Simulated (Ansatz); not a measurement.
Isolated molecules relaxed with PBE0-D4/def2-TZVP in Ansatz; ΔE leaves out vibrations. CCSD(T)/CBS is the MP2 limit (def2-TZVPP, def2-QZVPP) plus CCSD(T) − MP2 in def2-TZVPP, frozen cores. This one scheme is used for every species. Functionals use def2-TZVPP. def2 core potentials past Kr. For Sn outer-core shells are correlated without core-valence functions, which leaves a few kJ/mol of doubt a bond. One conformer a species, not always the lowest.

Reaction (ligand exchange at the Sn–C bond): `[CH3][SnH2][CH2]F` + H₂S → `F[CH2][SnH2][SH]` + CH₄

CCSD(T)/CBS gives -0.86 eV.

Problem. Another level gave -0.85 eV. Which?
A. PBE/def2-TZVPP
B. SCS-MP2/def2-TZVPP
C. RPA@PBE/def2-TZVPP
D. B97M-V/def2-TZVPP

Solution. B. SCS-MP2/def2-TZVPP -0.85, B97M-V -0.96, PBE -0.91, RPA@PBE/def2-TZVPP -0.77 eV.

Largest T1 diagnostic among the species: 0.012.

In def2-TZVPP, CCSD(T) changes the Hartree–Fock value by +0.12 eV (the triples alone add −0.00 eV) and MP2 by +0.09 eV. Leaving LDA and LC-ωPBE aside and taking each functional with its dispersion term where it has one, the values, not all of them listed here, spread over 0.08 eV, from B97M-V to ωB97M-V. LDA lies +0.04 eV from PBE without D4.
